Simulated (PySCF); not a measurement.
## Electron correlation in Kr³²⁺ (krypton, charge +32)

[He] 2s2, closed-shell 1S. Calculation: PySCF 2.14, in an even-tempered Gaussian basis (19 s from 11 bohr⁻², ratio 2.2; 8 p from 17 bohr⁻², ratio 2.4; 5 d from 52 bohr⁻², ratio 2.4; 5 f from 78 bohr⁻², ratio 2.4; 4 g from 120 bohr⁻², ratio 2.4); scalar relativity by spin-free X2C-1e. Frozen: nothing; 4 electrons correlated; the 9 highest virtual orbitals of each spin left out.

MP2 pair energies summed by pair of shells (mhartree):

```
 pair   energy  share (%)
2s-2s  -196.24       75.6
1s-1s   -45.94       17.7
1s-2s   -17.30        6.7
```

Total MP2 correlation energy: -259.48 mhartree.

MP2 falls well short for the outer s pair, which is nearly degenerate with np².

At this charge the one-electron X2C treatment keeps the bare 1/r₁₂, with no two-electron picture change or Breit term. That inflates the 1s pair energies well beyond their four-component values; and a scalar Hamiltonian misses the large spin-orbit splitting of the p shells, which matters for ns² → np² pairs.
